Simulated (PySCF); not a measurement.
# Working out the ionisation energy of F²⁺

F²⁺ [He] 2s2 2p3 (4S) → F³⁺ [He] 2s2 2p2 (3P). All numbers are calculated (PySCF 2.14, the spin-free X2C one-electron Hamiltonian (Gaussian nucleus), in aug-cc-pVDZ-DK (4s3p2d, 23 functions)). Frozen: 1s2. Energies in hartree (1 hartree = 27.21139 eV):

```json
{"part": "UHF", "F²⁺ (lower)": "-97.663623", "F³⁺ (upper)": "-95.377085"}
{"part": "MP2 opposite-spin", "F²⁺ (lower)": "-0.052479", "F³⁺ (upper)": "-0.051021"}
{"part": "MP2 same-spin", "F²⁺ (lower)": "-0.017942", "F³⁺ (upper)": "-0.007495"}
```

Task: What does Hartree-Fock give?

Result: (-95.377085) − (-97.663623) = 2.286538 hartree = 62.220 eV.

Task: What do MP2 and SCS-MP2 (6/5 opposite-spin, 1/3 same-spin) give?

Result: The opposite-spin parts differ by 0.040 eV and the same-spin parts by 0.284 eV. MP2: 62.220 + (0.040) + (0.284) = 62.544 eV. SCS-MP2: 62.220 + 1.2 × (0.040) + (0.284)/3 = 62.363 eV.

A first-order spin-orbit estimate adds -0.049 eV to MP2 (valence), giving 62.495 eV against 62.708 eV (semi-empirical (NIST evaluation); NIST Atomic Spectra Database, ionization energies).

A double-zeta basis recovers only part of the correlation energy.

What remains against the reference includes basis incompleteness, the frozen core and correlation beyond second order.
